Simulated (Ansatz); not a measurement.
Geometry optimisation, RKS PBE0/def2-SVP (Ansatz).

Input file:

```yaml
crystal:
  periodic: [false, false, false]
  atoms:
    - { symbol: Ta, position_ang: [0.0, 0.0, 0.0] }
    - { symbol: "N", position_ang: [2.16, 0.0, 0.0] }
    - { symbol: H, position_ang: [2.69, -0.5118, 0.762] }
    - { symbol: H, position_ang: [2.69, 0.5118, -0.762] }
    - { symbol: Cl, position_ang: [0.0, 0.0, 2.47] }
    - { symbol: F, position_ang: [0.0, 0.0, -1.93] }
    - { symbol: Cl, position_ang: [-1.235, 2.139, 0.0] }
    - { symbol: F, position_ang: [-0.965, -1.6714, 0.0] }
basis:
  gaussian: { orbitals: def2-SVP }
hamiltonian:
  xc: pbe0
relax:
  f_tol: 0.02
  max_steps: 40
```

Run as:

```bash
$ ansatz run input.yaml --threads 2 --pin off --max-ram 3072MiB --backend cpu --events-out ev --progress --plain --runs-dir out
```

Task: Where does it end, and by what steps?

Result: The forces met the threshold. After 8 steps the energy has fallen by 1.242 eV; H3 moved furthest, 0.55 Å.

```csv
step,energy less start (eV),largest force component (eV/Å),accepted
0,0.0000,2.950,yes
1,-1.0277,0.838,yes
2,-1.1520,0.981,yes
3,-1.1983,1.083,yes
4,-1.2276,0.532,yes
5,-1.2374,0.192,yes
6,-1.2365,0.292,no
7,-1.2410,0.032,yes
8,-1.2415,0.012,yes
```

```xyz
8
Properties=species:S:1:pos:R:3
Ta 0.007 0.020 0.036
N 1.954 0.056 0.022
H 2.553 0.016 0.841
H 2.477 0.069 -0.851
Cl 0.134 -0.198 2.358
F 0.190 0.024 -1.838
Cl -1.038 2.073 0.070
F -0.936 -1.592 -0.097
```

Whether the end is a true minimum wasn't checked by a vibrational analysis.

Time of the run: 43 s on 2 threads of Arm Neoverse V2 (shared host), peak memory 0.31 GiB.
